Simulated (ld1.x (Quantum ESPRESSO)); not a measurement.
## Mo (Z = 42): excitation energies, all-electron against ultrasoft

ld1.x (Quantum ESPRESSO) 7.5 input, shortened:

```
&input
   title='Mo', zed=42., rel=1, dft='PBE', iswitch=3,
   config='[Kr] 4d4 5s2 5p0'
 /
 &inputp
   pseudotype=3, tm=.true., lloc=-1, rcloc=1.90,
   nlcc=.false.,
   which_augfun='PSQ', rmatch_augfun_nc=.true.
 /
6
5S  1  0   2.00   0.00  2.50  3.10  0.0
5S  1  0   0.00   3.70  2.50  3.10  0.0
4P  2  1   6.00   0.00  1.75  2.15  0.0
5P  3  1   0.00   0.00  1.75  2.15  0.0
4D  3  2   4.00   0.00  1.95  2.35  0.0
4D  3  2   0.00   4.20  1.95  2.35  0.0
 &test
   configts(1)='4p6 4d4 5s2 5p0'
 /
```

Energies are relative to the spin-unpolarised reference configuration 4p6 4d4 5s2 5p0; without spin polarisation the order of configurations can differ from experiment.

Its overlap operator is not positive definite in a basis up to 400 Ry (lowest eigenvalue p -3.13), so the file is unfit for use: the generalised eigenproblem breaks down once the basis is large enough, and its test numbers describe a broken file.

```csv
valence configuration,charge,ΔE all-electron (eV),error AE − PS (meV)
4p6 4d5 5s1 5p0,0,-0.199,-15
4p6 4d5 5s0 5p0,+1,6.691,-28
4p6 4d4 5s0 5p0,+2,22.153,+1.8
4p6 4d6 5s0 5p0,0,0.564,-34
4p6 4d2 5s0 5p0,+4,88.401,-65
4p6 4d5.5 5s0.5 5p0,0,0.081,-25
4p5 4d5 5s1 5p0,+1,43.768,-79
```

Note: ghost state, extra bound levels that the all-electron valence spectrum of the same l lacks: s at -85.4 eV (p not tested). A true bound ghost makes a file unfit for plane-wave use.
